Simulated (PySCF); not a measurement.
SMILES Cl[SiH](Cl)Cl, singlet (PBE0/def2-SVP optimised geometry):

```
5

Si    -0.685    -0.615     0.000
Cl    -1.360     1.315     0.000
Cl     1.360    -0.615     0.000
Cl    -1.359    -1.566    -1.680
H     -1.182    -1.315     1.201
```

Calculation: PBE0/def2-TZVP (PySCF).

Q: What are the frontier orbital energies and the dipole moment?

A: HOMO-2 -9.76 eV, HOMO-1 -9.64 eV, HOMO -9.39 eV, LUMO -0.23 eV, LUMO+1 0.23 eV; dipole moment 0.85 D.

Meta-Löwdin charges at PBE0/def2-TZVP: Si1 0.86, Cl2 -0.26, Cl3 -0.26, Cl4 -0.26, H5 -0.08.
